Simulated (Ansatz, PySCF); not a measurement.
C2H6BF2N, SMILES B(CF)(CF)N. Atoms are numbered in the order given.

```xyz
12

N     -0.0003     1.3926     0.0000
B     -0.0051     0.0078     0.0000
C     -0.0078    -0.7717    -1.3822
F     -0.0042     0.1123    -2.4631
C     -0.0078    -0.7717     1.3822
F     -0.0042     0.1123     2.4631
H      0.0015     1.9292    -0.8602
H      0.0015     1.9292     0.8602
H     -0.8959    -1.4270    -1.4719
H      0.8751    -1.4339    -1.4716
H      0.8751    -1.4339     1.4716
H     -0.8959    -1.4270     1.4719
```

Geometry optimised at B3LYP-D3(BJ)/def2-SVP. This is a generated structure with no PubChem entry under its InChIKey; it may be hypothetical. One conformer was computed; it need not be the lowest.

Two levels are set side by side: PBE-D3(BJ)/def2-SVP (Ansatz, a quantum-chemistry and plane-wave program) and B3LYP-D3(BJ)/def2-SVP (Ansatz). Each level has its own optimised geometry; the coordinates shown are those of the second. Frequencies come from the Hessian of PySCF at each geometry. Differences are taken from unrounded values.

| quantity | B3LYP-D3(BJ) |
|---|---|
| mean bond length (Å) | 1.255 |
| bond N1–B2 (Å) | 1.385 |
| bond B2–C3 (Å) | 1.587 |
| bond B2–C5 (Å) | 1.587 |
| bond C3–F4 (Å) | 1.396 |
| bond C5–F6 (Å) | 1.396 |
| bond N1–H7 (Å) | 1.014 |
| bond N1–H8 (Å) | 1.014 |
| bond C3–H9 (Å) | 1.107 |
| bond C3–H10 (Å) | 1.107 |
| bond C5–H11 (Å) | 1.107 |
| bond C5–H12 (Å) | 1.107 |
| highest harmonic wavenumber (cm⁻¹) | 3689 |
| mean harmonic wavenumber (cm⁻¹) | 1337 |
| zero-point energy (kcal/mol) | 57.36 |

Task: What does PBE-D3(BJ) give, and how far is it from B3LYP-D3(BJ)? (An estimate is asked for; the answer gives what the named calculation found.)

Result: 
| quantity | PBE-D3(BJ) | PBE-D3(BJ) minus B3LYP-D3(BJ) |
|---|---|---|
| mean bond length (Å) | 1.262 | 0.007 |
| bond N1–B2 (Å) | 1.391 | 0.007 |
| bond B2–C3 (Å) | 1.590 | 0.003 |
| bond B2–C5 (Å) | 1.590 | 0.003 |
| bond C3–F4 (Å) | 1.402 | 0.005 |
| bond C5–F6 (Å) | 1.402 | 0.005 |
| bond N1–H7 (Å) | 1.021 | 0.007 |
| bond N1–H8 (Å) | 1.021 | 0.007 |
| bond C3–H9 (Å) | 1.116 | 0.009 |
| bond C3–H10 (Å) | 1.116 | 0.009 |
| bond C5–H11 (Å) | 1.116 | 0.009 |
| bond C5–H12 (Å) | 1.116 | 0.009 |
| highest harmonic wavenumber (cm⁻¹) | 3613 | -76 |
| mean harmonic wavenumber (cm⁻¹) | 1300 | -38 |
| zero-point energy (kcal/mol) | 55.74 | -1.62 |

GGA bonds tend to be longer and softer than those of functionals with exact exchange. Differences between two approximate levels are no errors against the true value.
